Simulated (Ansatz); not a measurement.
Molecule: C$_{5}$H$_{9}$O, net charge 0, doublet state. It need not be the lowest isomer of its formula. 
Geometry from a B3LYP-D3(BJ)/def2-TZVP (Ansatz, a quantum-chemistry and plane-wave program) optimisation:
```xyz
15

C     -2.2872     0.2100     0.4328
C     -1.4100    -0.7550    -0.2755
C     -0.0023    -0.1460    -0.4326
O      0.3194     0.4243    -1.4456
C      0.9198    -0.2852     0.7613
C      2.2080     0.5145     0.6457
H     -2.6820     1.0661    -0.0954
H     -2.4188     0.1652     1.5044
H     -1.3355    -1.6936     0.2789
H     -1.7749    -0.9580    -1.2837
H      0.3528    -0.0089     1.6560
H      1.1298    -1.3559     0.8736
H      2.8386     0.3566     1.5216
H      1.9969     1.5808     0.5610
H      2.7684     0.2231    -0.2419
```
Charge 0, spin multiplicity 2.

Total electronic energies in hartree. Correlated levels leave the core frozen unless marked. UHF or UKS for open shells. Spin-orbit coupling is left out. No relativistic terms. CBS marks a two-point X^-3 extrapolation of the correlation energy; Hartree-Fock from the larger set. [CCSD(T)-MP2]/basis is that difference in the basis named.

| level | program | energy (Eh) |
|---|---|---|
| PBE-D4/def2-TZVPD | Ansatz + dftd4 | -270.87375 |
| PBE0-D3(BJ)/def2-TZVPD | Ansatz + dftd3 | -270.90192 |
| PBE0/def2-TZVP | Ansatz | ___ |
| MP2/cc-pVTZ | Ansatz | -270.54712 |
| RI-MP2/cc-pVQZ | Ansatz | -270.63466 |
| CCSD/cc-pwCVTZ | Ansatz | -270.61276 |
| CCSD(T)/STO-3G | Ansatz | -266.43569 |
| CCSD(T) with core electrons/cc-pwCVTZ | Ansatz | -270.95513 |
| RI-MP2/CBS(cc-pVTZ,cc-pVQZ)+[CCSD(T)-MP2]/cc-pVTZ | Ansatz | -270.7826 |

### Question
Some entries are withheld; supply them.

### Answer

- PBE0/def2-TZVP, energy (Eh): -270.89112
